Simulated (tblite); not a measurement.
C4H16Si4.
Numbering: `[SiH3:1][SiH2:2][Si@H:3]([SiH3:4])[CH:5]1[CH2:6][CH2:7][CH2:8]1` (hydrogens: H9, H10, H11 on Si1; H12, H13 on Si2; H14 on Si3; H15, H16, H17 on Si4; H18 on C5; H19, H20 on C6; H21, H22 on C7; H23, H24 on C8)

Geometry (GFN2-xTB, Å), atoms numbered from 1 in this order:
```xyz
24
C4H16Si4 angstrom
Si     2.239    2.364    0.591
Si     1.619    0.737   -0.937
Si     0.633   -1.233   -0.166
Si     0.293   -2.946   -1.699
C     -1.046   -0.843    0.662
C     -1.027    0.312    1.680
C     -1.779    1.195    0.676
C     -2.021   -0.033   -0.212
H      3.197    3.343    0.072
H      2.860    1.759    1.774
H      1.093    3.139    1.078
H      2.803    0.336   -1.719
H      0.746    1.344   -1.961
H      1.453   -1.736    0.965
H      1.525   -3.219   -2.443
H     -0.122   -4.224   -1.112
H     -0.732   -2.611   -2.694
H     -1.488   -1.758    1.062
H     -1.606    0.103    2.578
H     -0.043    0.673    1.981
H     -1.143    1.943    0.205
H     -2.673    1.686    1.057
H     -1.746    0.085   -1.261
H     -3.047   -0.397   -0.168
```

Computed values, GFN2-xTB/tblite, gas phase, harmonic and unscaled. Against measured fundamentals such values can be off by several per cent, at times by over 20. Modes of hydrogen on silicon can be 10 to 20 % off. One conformer, not necessarily the lowest.

Harmonic wavenumbers (cm⁻¹): 30.2, 39.6, 54.4, 60.7, 76.8, 87.2, 104.3, 115.6, 120.5, 253.8, 288.1, 335.8, 351.1, 414.4, 426.3, 442.2, 454.6, 462.4, 500.2, 560.9, 574.6, 612.2, 646.0, 681.6, 727.3, 778.9, 789.9, 813.5, 816.8, 821.0, 825.9, 830.0, 835.2, 846.7, 1003.3, 1004.9, 1043.0, 1043.4, 1064.9, 1104.1, 1183.6, 1186.8, 1229.7, 1250.5, 1252.8, 1265.9, 1268.0, 1478.5, 1489.0, 1502.3, 2051.6, 2122.7, 2133.4, 2219.9, 2220.4, 2224.7, 2226.0, 2231.7, 2237.1, 2938.5, 2967.7, 2970.3, 2991.5, 2996.6, 3005.6, 3008.0.

A = 1125, B = 672.5, C = 478.1 MHz; mass 176.033 u (most abundant isotopes); point group C1, symmetry number 1.

Q: What is the zero-point energy?

A: ½Σν̃ = 37848 cm⁻¹ = 452.76 kJ/mol.

Q: Give the ideal-gas entropy at 500 K and 1 bar in the rigid-rotor, harmonic-oscillator model (classical rotation).

A: Translation 184.09, rotation 136.84, vibration 348.20: S = 669.1 J/(mol K).

Q: And Cp and H(500 K) − H(0)?

A: Cp = 328.41 J/(mol K), of which vibrations give 295.15 (their classical limit is 66 R = 548.8); H(500 K) − H(0) = 98.93 kJ/mol without the zero-point energy, 82.30 from vibrations.

Q: What must be added to the electronic energy to get the Gibbs energy at 500 K and 1 bar?

A: ZPE + [H(500 K) − H(0)] − T·S = 452.76 + 98.93 − 334.56 = 217.13 kJ/mol.

Q: Which modes carry the vibrational entropy at 500 K?

A: 30.2 cm⁻¹: 28.63; 39.6 cm⁻¹: 26.38; 54.4 cm⁻¹: 23.74; 60.7 cm⁻¹: 22.83; 76.8 cm⁻¹: 20.88; 87.2 cm⁻¹: 19.83 J/(mol K); the other 60 give 205.90 together.

Q: How do the functions run with temperature in this model?

A: 
```json
{"T (K)": "150", "S (J/(mol K))": "400.2", "Cp (J/(mol K))": "140.8", "H − H(0) (kJ/mol)": "14.11", "G − H(0) (kJ/mol)": "-45.93", "ln q(vib)": "7.04"}
{"T (K)": "250", "S (J/(mol K))": "486.6", "Cp (J/(mol K))": "202.8", "H − H(0) (kJ/mol)": "31.28", "G − H(0) (kJ/mol)": "-90.37", "ln q(vib)": "11.65"}
{"T (K)": "298.15", "S (J/(mol K))": "524.8", "Cp (J/(mol K))": "231.6", "H − H(0) (kJ/mol)": "41.74", "G − H(0) (kJ/mol)": "-114.73", "ln q(vib)": "13.75"}
{"T (K)": "400", "S (J/(mol K))": "600.7", "Cp (J/(mol K))": "285.4", "H − H(0) (kJ/mol)": "68.17", "G − H(0) (kJ/mol)": "-172.10", "ln q(vib)": "18.04"}
{"T (K)": "600", "S (J/(mol K))": "732.2", "Cp (J/(mol K))": "363.6", "H − H(0) (kJ/mol)": "133.59", "G − H(0) (kJ/mol)": "-305.74", "ln q(vib)": "25.96"}
{"T (K)": "900", "S (J/(mol K))": "895.1", "Cp (J/(mol K))": "438.3", "H − H(0) (kJ/mol)": "254.84", "G − H(0) (kJ/mol)": "-550.73", "ln q(vib)": "36.65"}
```

q(vib) and H(0) count from the zero-point level.

Q: Blend soft modes into free rotors: weight 1/[1 + (100 cm⁻¹/ν̃)⁴] for the oscillator and the rest for a rotor with moment μB/(μ + B), μ = h/(8π²ν), B = 10⁻⁴⁴ kg m². What vibrational entropy results?

A: 305.87 J/(mol K) in place of 348.20, which changes −T·S at 500 K by +21.16 kJ/mol.

Hindered rotation and anharmonicity are outside this model. Other conformers, if any are populated, would add a mixing term that is left out. The structure is chiral; the term R ln 2 for an equal mix with its mirror image is left out.

Hardware: one thread of an Arm Neoverse N1, shared host with 64 logical CPUs at a one-minute load of 44. Cost: 2.9 s of wall time. The figure is for the frequency step alone.
